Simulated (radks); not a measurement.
Problem. The mean radii <r> (bohr) of the occupied orbitals of an atom or ion are listed with their occupations. Calculated with a radial shooting solver on a logarithmic mesh with Libxc functionals: Dirac Kohn-Sham, BLYP, spin-unpolarised, spherical densities, finite nucleus; Fermi nuclear charge, rms radius of each element as measured or else 0.836 A^(1/3) + 0.57 fm.

orbital  occ.      <r>
1s1/2       2  0.03516
2s1/2       2   0.1534
2p1/2       2   0.1307
2p3/2       4   0.1353
3s1/2       2   0.4288
3p1/2       2   0.4235
3p3/2       4   0.4340
3d3/2       4   0.4133
3d5/2       6   0.4168
4s1/2       2    1.107
4p1/2       2    1.217
4p3/2       4    1.248
4d3/2       2    1.892
4d5/2       3    1.915

Name the element and its charge. Open shells, if any, are shared by 2j + 1.

Solution. Z = 42, molybdenum, charge +1: Mo+ in [Kr] 4d5. The 1s radius gives Z: for a bare nucleus <r> = (2 gamma + 1)/(2Z) with gamma = sqrt(1 - (Z/c)^2), 0.03457 bohr for Z = 42, and screening makes it slightly larger (0.03516 here). The occupations add up to 41, and the charge is Z minus that.
